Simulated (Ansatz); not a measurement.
## Ligand exchange: C4H3F3 + C2H8Sn → C4H4F2 + C2H7FSn

Species: C4H3F3 `FC1=C(F)C(F)C1`, singlet; C2H8Sn `C[CH2][SnH3]`, singlet; C4H4F2 `FC1=CC(F)C1`, singlet; C2H7FSn `C[CH2][SnH2][F]`, singlet. The partners trade F for H: C–F and Sn–H bonds give way to C–H and Sn–F.

Shapes, held fixed at every level: PBE0-D4/def2-TZVP. Flexible molecules stand in one conformer, not always the lowest. Programs: Ansatz 0.2.0. The zero-point and thermal change to 298 K, harmonic and unscaled (PBE0-D4/def2-TZVP), is +7.6 kJ/mol.

Task: Estimate ΔH(298 K) of this reaction.

Result: The highest level, CCSD(T)/def2-TZVPP, gives ΔH(298 K) = -138.8 kJ/mol; the levels span -141.6 to -114.1. The column of differences is taken from that level and isn't an error. No measured value is set beside it here. For atoms past krypton def2 sets carry core potentials with scalar relativity. Outer-core shells of Sn are correlated in most correlated rows, in sets that cover them unevenly.

```
             level                    kind  ΔH(298 K) (kJ/mol)  less CCSD(T)/def2-TZVPP
  SPW92/def2-TZVPP                     LDA              -114.1                    +24.7
PBE0-D4/def2-TZVPP           global hybrid              -132.4                     +6.4
wB97M-V/def2-TZVPP  range-separated hybrid              -141.2                     -2.4
wB97X-V/def2-TZVPP  range-separated hybrid              -141.6                     -2.8
      MP2/def2-SVP     perturbation theory              -139.3                     -0.5
     CCSD/def2-SVP   coupled cluster or CI              -131.0                     +7.8
   CCSD/def2-TZVPP   coupled cluster or CI              -139.8                     -1.0
CCSD(T)/def2-TZVPP   coupled cluster or CI              -138.8                      0.0
```
